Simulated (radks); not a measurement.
All-electron atom: the rubidium ion Rb2+ in [Ar] 3d10 4s1 4p5 4f1 (not the ground configuration). Calculated with a radial shooting solver on a logarithmic mesh with Libxc functionals: Dirac Kohn-Sham, PW91, spin-unpolarised, spherical densities, point nucleus; open shells fill j = l - 1/2 first.

Spin-orbit splittings of the eigenvalues, e(l+1/2) - e(l-1/2), with zeta = 2 splitting/(2l+1) and mean radii in bohr:

shell  occ.  splitting (eV)   zeta (eV)  <r> j=l-1/2  <r> j=l+1/2
2p        6           60.83       40.55       0.1522       0.1563
3p        6           9.157       6.104       0.5111       0.5215
3d       10           1.559      0.6236       0.5211       0.5249
4p        5               ?           ?        1.549        1.577
4f        1       0.0002868  0.00008194        5.418        5.419

Estimate the 4p splitting.

Answer. 1.093 eV (zeta = 0.7290 eV).
